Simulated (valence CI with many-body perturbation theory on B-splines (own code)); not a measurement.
Results of a calculation; reference values are marked as such.
## Basis-set convergence for Zr⁸⁺

Method: configuration interaction combined with many-body perturbation theory (CI+MBPT): four valence electrons over a frozen Dirac-Fock core [Ar] 3d10, a basis of 9 s, 9 p, 8 d, 6 f, 3 g, 1 h functions for each j, with the one-electron correlation potential Σ1, the two-electron term Σ2, the three-electron term Σ3, Breit, model QED; selected CI, second order for the rest, scaled by the run's own slope (own B-spline code, finite nucleus).

No measured spectrum was set against this ion. As an estimate, levels hold to about 250 cm⁻¹ or 0.2 % of their energy and the worst to 1 %, as in measured heavy ions of charge 2 to 7; those with d or f electrons hold less well.

The reference run has the lowest level 4s²4p² ³P_0 and an ionisation energy of 153.384 eV. Its largest variational space holds 20002 state functions.

Names give the largest LS component (configuration and term), which can be under half, so a name can repeat, a term be missing and a line seem to break the LS rules; names also repeat where a configuration has a term twice.

Changed runs:
A. basis 6 s, 6 p, 5 d, 3 f, 1 g
B. basis 5 s, 5 p, 4 d, 2 f

Excitation energies of the reference run in cm⁻¹, and shifts in cm⁻¹:

| Level | Reference | A | B |
| --- | --- | --- | --- |
| 4s²4p² ³P_1 | 11343 | -18 | -56 |
| 4s²4p² ³P_2 | 18982 | +8.2 | +40 |
| 4s²4p² ¹D_2 | 39834 | +66 | +260 |
| 4s²4p² ¹S_0 | 66778 | +144 | +531 |
| 4s4p³ ⁵S°_2 | 163373 | -202 | -629 |
| 4s4p³ ³D°_1 | 207745 | -13 | +30 |
| 4s4p³ ³D°_2 | 208135 | -15 | +25 |
| 4s4p³ ³D°_3 | 212465 | -20 | +3.9 |
| 4s4p³ ³P°_0 | 235415 | +54 | +275 |
| 4s4p³ ³P°_1 | 236889 | +48 | +252 |
| 4s4p³ ³P°_2 | 238721 | +36 | +209 |
| 4s4p³ ¹D°_2 | 264587 | +41 | +180 |
| Ionisation energy (eV) | 153.384 | -0.020 | -0.061 |
